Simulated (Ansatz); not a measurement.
Ansatz (a quantum-chemistry and plane-wave program) input:

Ansatz 0.2 input:
```yaml
crystal:
  periodic: [false, false, false]
  atoms:
    - {symbol: V, position_ang: [0.00777500, -0.19782776, -0.21335640]}
    - {symbol: O, position_ang: [-1.19555591, -1.10327997, -0.12004542]}
    - {symbol: Br, position_ang: [-0.37861486, 1.88560663, -0.85695812]}
    - {symbol: Br, position_ang: [1.62920380, -0.56549676, 1.24996298]}
basis:
  gaussian:
    orbitals: def2-TZVP
hamiltonian:
  xc: b3lyp
  dispersion: d3bj
magnetization: {spin_polarized: true, initial_magnetization: 1}
relax: {f_tol: 0.002, max_steps: 150}
```

**Question.** Predict the final energy.

**Answer.** -6167.80405 Eh (B3LYP-D3(BJ)/def2-TZVP). The basis has 172 functions.

The spin state was set by rule; other spins were not relaxed.
